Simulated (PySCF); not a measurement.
XPS shifts beside NMR shieldings

C4H6F3P.
Z-matrix (Å and degrees, PBE0-D3(BJ)/def2-SVP geometry), rows numbered from 1:
```
C 
C   1  1.5281
C   2  1.4926  1  111.66
P   3  1.6713  2  133.77  1  -114.32
C   4  1.9023  3  101.01  2    -0.33
F   5  1.3354  4  108.98  3   177.73
F   5  1.3392  4  113.08  3   -63.06
F   5  1.3399  4  112.89  3    58.79
H   1  1.1000  2  110.34  3    63.60
H   1  1.1011  2  111.70  3   -56.51
H   1  1.1001  2  110.62  3  -176.77
H   2  1.1051  1  109.32  3   118.91
H   2  1.0970  1  109.99  3  -124.42
H   3  1.1010  2  114.13  1    63.61
```

Binding energies: PySCF, delta-SCF UKS SCAN, pcX-2 on the ionised atom, pcseg-1 elsewhere, spin-free X2C. Shieldings: GIAO PBE/pcSseg-1, non-relativistic, same geometry.

```json
{"atom": "C1", "C 1s (eV)": "290.94"}
{"atom": "C2", "C 1s (eV)": "291.22"}
{"atom": "C3", "C 1s (eV)": "291.00"}
{"atom": "C5", "C 1s (eV)": "297.50"}
```

**Question.** What are the absolute isotropic shieldings of these atoms?

**Answer.** 
| atom | environment | C 1s (eV) | isotropic shielding (ppm) |
| --- | --- | --- | --- |
| C1 | methyl carbon | 290.94 | 161.8 |
| C3 | carbon bonded to C, P and H | 291.00 | -27.5 |
| C2 | chain CH2 carbon | 291.22 | 142.8 |
| C5 | CF3 carbon | 297.50 | 38.7 |

**Question.** Among the listed atoms, is the one with the highest binding energy also the least shielded?

**Answer.** No. The highest binding energy is at C5 (297.50 eV, shielding 38.7 ppm), the lowest shielding at C3 (-27.5 ppm, 291.00 eV).

By binding energy: C1 < C3 < C2 < C5. By shielding: C3 < C5 < C2 < C1.

Spin contamination (⟨S²⟩ against 0.75 for a pure doublet) is marked for C 1s of C3 (0.90), which makes this value less certain. The structure is a single PBE0-D3(BJ)/def2-SVP conformer in the gas phase; no vibrational or solvent corrections.
